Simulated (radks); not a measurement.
All-electron atom: Os LXI in [Ne] 3s2 3p4.

Calculated with a radial shooting solver on a logarithmic mesh with Libxc functionals: Dirac Kohn-Sham, exchange-only PBE, spin-unpolarised, spherical densities, finite nucleus; open shells fill j = l - 1/2 first; Fermi nuclear charge, rms radius 5.4126 fm.

Energy parts (eV):
total: -362057.83
kinetic: 423097.57
electron-nucleus: -817056.64
Hartree: 36607.69
exchange: -4706.45

Orbitals (lengths in bohr, moments of r in powers of bohr; <r^-3> diverges for s and p1/2; r(max) is where P^2 peaks):
orbital  occ.  eigenvalue (eV)  <r^-3>  <1/r>   r(max)  small-component weight
1s1/2       2        -78471.59       -  90.42  0.01103                8.26e-02
2s1/2       2        -17398.64       -  22.33  0.06329                1.92e-02
2p1/2       2        -16907.87       -  22.25  0.04685                1.92e-02
2p3/2       4        -15344.60   18330  18.50  0.05378                1.73e-02
3s1/2       2        -6909.074       -  8.905   0.1707                7.42e-03
3p1/2       2        -6725.758       -  8.826   0.1586                7.34e-03
3p3/2       2        -6315.849    5093  7.814   0.1709                6.85e-03
3d3/2       0        -6068.106   914.4  7.679   0.1308                6.64e-03
3d5/2       0        -5972.003   771.5  7.443   0.1342                6.51e-03
4s1/2       0        -3654.621       -  4.665   0.3405                3.82e-03

The highest occupied level is 3p3/2 at -6315.8 eV. The electron density at the nucleus is 1.675e+06 e/bohr^3.
